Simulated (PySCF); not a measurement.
## Tin: a sound run and one with changed settings

Sound run: Sn [Kr] 4d10 5s2 5p2, Sn⁺ [Kr] 4d10 5s2 5p1. Computed with PySCF 2.14 in aug-cc-pVDZ-PP with ECP28MDF, with scalar relativity through the core potential. In the sound run the correlated levels freeze 4s2 4p6 4d10 outside the core potential. The sound run starts from symmetry-adapted Hartree-Fock orbitals and uses a fine grid where one is needed.

A second run was set up differently.

| species | method | sound run (hartree) | changed run (hartree) | converged |
| --- | --- | --- | --- | --- |
| Sn | MP2 | -213.37076 | -213.40101 | yes |
| Sn⁺ | MP2 | -213.11032 | -213.13851 | yes |

Ionisation energy of Sn:

```csv
method,sound run (eV),changed run (eV)
UHF,6.858,6.858
MP2,7.087,7.143
SCS-MP2,7.027,7.058
```

What was changed?
A. level shift left on
B. a valence shell is frozen
C. all electrons correlated in a valence basis
D. too few SCF iterations

C. A valence basis has no tight correlating functions, so it recovers only part of the core correlation, and not evenly between atom and ion.
